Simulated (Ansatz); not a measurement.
Born–Oppenheimer molecular dynamics of BF3 (4 atoms, charge 0, multiplicity 1). It starts from a relaxed structure.

Level of theory: RKS LDA/def2-mTZVP (Ansatz 0.2.0).

```yaml
ensemble: NVE (velocity Verlet)
time_step: 2 fs
steps_asked: 250
starting_velocities_drawn_for: 500 K
seed: 315274
```

First frame:

```xyz
4
Properties=species:S:1:pos:R:3
B 0.000 0.000 0.000
F 0.000 0.000 1.312
F 1.136 0.000 -0.656
F -1.136 0.000 -0.656
```

Question: How far do the bonds stretch over the last three quarters of this one trajectory? (Pairs bonded in most of those frames.)

Answer: 
```json
{"bond": "B1–F2", "mean (Å)": "1.314", "spread (Å)": "0.010", "shortest": "1.29", "longest": "1.33"}
{"bond": "B1–F3", "mean (Å)": "1.315", "spread (Å)": "0.022", "shortest": "1.27", "longest": "1.36"}
{"bond": "B1–F4", "mean (Å)": "1.314", "spread (Å)": "0.021", "shortest": "1.27", "longest": "1.36"}
```

Mean temperature of the second half: 249 K. The conserved energy stayed within 0.9 meV per atom of its start (net change 0.18 meV per atom), so the integration is sound. Over the second half the temperature averaged 0.50 of the 500 K drawn at the start: a run that starts near a minimum puts about half its kinetic energy into the potential. A run of 0.5 ps of so small a system gives no equilibrium averages.

Run time: 3.1 min on 1 thread of Arm Neoverse V1 (shared host), peak memory 0.11 GiB.
